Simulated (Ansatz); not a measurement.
`O[SiH](O)[SiH](F)F` + `[OH][GeH3]` → `O[SiH](O)[O][GeH3]` + `F[SiH2]F`  (cleavage of the Si–Si bond)

Program: Ansatz. Geometries: PBE0-D4/def2-TZVP. ΔE: electronic, gas phase. CBS: MP2 limit from def2 TZ/QZ plus the TZ coupled-cluster correction, frozen cores. This one scheme is used for every species. DFT in def2-TZVPP. For Ge outer-core shells are correlated without core-valence functions, which leaves a few kJ/mol of doubt a bond. Scalar relativity is left out up to krypton. One conformer a species, not always the lowest.

`O[SiH](O)[SiH](F)F`:

Z-matrix (Å, degrees):
```
Si
O 1 1.636
Si 1 2.350 2 103.8
O 1 1.646 2 109.7 3 118.1
H 1 1.493 2 112.2 3 -121.6
H 2 0.959 1 119.0 3 -178.3
F 3 1.598 1 108.1 2 174.3
F 3 1.595 1 110.3 2 -69.6
H 3 1.482 1 116.8 2 53.3
H 4 0.958 1 118.0 2 143.4
```

`[OH][GeH3]`:

```xyz
6

O     0.652    1.170    0.295
Ge   -0.122   -0.418    0.062
H     0.435    1.793   -0.402
H     0.347   -1.247    1.261
H     0.343   -1.039   -1.269
H    -1.655   -0.259    0.052
```

`O[SiH](O)[O][GeH3]`:

Cartesian coordinates in Å:
```
O 1.227 1.180 -1.117
Si 1.075 -0.263 -0.367
O 2.371 -0.476 0.610
O -0.258 -0.375 0.560
Ge -1.976 -0.004 0.284
H 1.597 1.903 -0.609
H 1.014 -1.258 -1.455
H 2.219 -0.965 1.420
H -2.359 -0.453 -1.136
H -2.739 -0.797 1.351
H -2.171 1.509 0.459
```

`F[SiH2]F`:

Cartesian coordinates in Å:
```
F 1.065 0.962 -0.598
Si -0.052 0.012 0.006
F 0.631 -1.365 0.393
H -0.581 0.634 1.234
H -1.063 -0.243 -1.036
```

```tsv
level	ΔE (kcal/mol)
r2SCAN-D4	-38.7
PBE0-D4	-35.6
ωB97M-V	-40.4
B2PLYP	-40.4
r2SCAN	-38.7
HF/def2-TZVPP	-45.4
HF/def2-QZVPP	-45.9
SCS-MP2/def2-QZVPP	-42.6
```

Problem. What does CCSD(T)/CBS give? (An estimate is asked.)

Solution. Ansatz gave: -40.3 kcal/mol. The listed levels differ from it by 1.6, 4.7, -0.1, -0.1, 1.6, -5.1, -5.6, -2.3 kcal/mol.

Largest T1 diagnostic among the species: 0.012.

From PBE to PBE0 (25 % exact exchange), in def2-TZVPP and without D4, ΔE moves by −3.0 kcal/mol. In def2-TZVPP, CCSD(T) changes the Hartree–Fock value by +4.3 kcal/mol (the triples alone add +0.6 kcal/mol) and MP2 by +2.7 kcal/mol.
